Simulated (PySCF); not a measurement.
Be(SH)(SiH3) (BeH₄SSi), SMILES [SH][Be][SiH3]. Atoms are numbered in the order given.

```xyz
7

Be     0.0066     0.1049    -0.1358
S      0.4929     1.2421    -1.5795
H      1.7897     1.1675    -1.2225
Si    -0.5469    -1.2031     1.5161
H     -1.4131    -2.3322     1.0690
H     -1.2904    -0.4779     2.5864
H      0.6574    -1.8078     2.1574
```
Charge 0, spin multiplicity 1.

Coordinates come from a PBE0-D3(BJ)/def2-TZVP optimisation. The values are those of a single conformer.

Computed with PBE0/pcJ-1 (PySCF).

Isotropic couplings with Fermi-contact, spin-dipole and both spin-orbit terms, one fixed conformer, no vibrational averaging. Isotopes: 1H, 29Si.

```
pair    bonds apart  J (Hz)
------  -----------  ------
Si4–H5            1       …
Si4–H6            1       …
Si4–H7            1       …
H5–H6             2       …
H5–H7             2       …
H6–H7             2       …
H3–Si4            3     1.3
H3–H6             4    -0.4
H3–H7             4     0.6
```

Task: What belongs in the gaps? (The exact figures need the calculation; the answer reports its results.)

Result: 
- Si4–H5, J (Hz): -182.9
- Si4–H6, J (Hz): -183.4
- Si4–H7, J (Hz): -179.3
- H5–H6, J (Hz): -6.8
- H5–H7, J (Hz): -7.8
- H6–H7, J (Hz): -7.5
